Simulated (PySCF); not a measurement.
# TiC: from constants to spectrum

PW91 constants of TiC, quintet, unpaired electrons σ ↑↑, π ↑, δ ↑, a mixture of terms (⟨Lz²⟩ = 4.9) (Ti def2-TZVPPD, C def2-TZVPPD; no relativity (PySCF 2.14); masses 47.9479 and 12.0000 u):

| Quantity | Value |
| --- | --- |
| ωe | 799.0 cm⁻¹ |
| ωexe | 4.41 cm⁻¹ |
| Be | 0.52701 cm⁻¹ |
| αe | 0.00349 cm⁻¹ |
| D (centrifugal) | 9.17e-07 cm⁻¹ |

Question: Give the vibrational terms G(v) and spacings up to v = 6.

Answer: G(v) = ωe(v+½) − ωexe(v+½)².

```csv
v,G(v) (cm⁻¹),G(v) − G(v−1),Bv (cm⁻¹)
0,398.4,,0.5253
1,1188.6,790.2,0.5218
2,1969.9,781.4,0.5183
3,2742.5,772.5,0.5148
4,3506.2,763.7,0.5113
5,4261.1,754.9,0.5078
6,5007.2,746.1,0.5043
```

De is left out where the level can put another filling of the metal’s s and d shells below the measured ground configuration, by anything from nothing to about 1 eV. Counting both spins, an empty level lies below a filled one in this solution, because spin and occupation are held. The state is the lowest single determinant that the PBE0 search found; with open d or f shells the true ground state can be another one.
